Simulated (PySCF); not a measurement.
A thermochemical cycle for SrTe

r²SCAN in PySCF with def2-SVP on every atom (core potentials on Sr, Te), for the lowest determinant that a PBE0 search found; no spin–orbit coupling. SrTe, a singlet (closed shell), has De = 3.01 eV to neutral atoms, and SrTe⁺, a doublet (π ↑), has De = 2.25 eV to Sr⁺ + Te.

At the same level the Sr atom ionises at 5.42 eV.

Q: What is the adiabatic ionisation energy of the molecule, and does ionisation strengthen or weaken the bond?

A: IE = IE(Sr) + De(neutral) − De(ion) = 5.42 + 3.01 − 2.25 = 6.18 eV. De changes by -0.76 eV, so ionisation weakens the bond.

These are scalar-relativistic numbers at best; spin–orbit coupling would shift them, the dissociation energy most. For an ion De counts to the pair picked by the measured ionisation energies or electron affinities, which need not be the lowest pair at this level. States were picked by a PBE0 search and need not be the measured ground states.
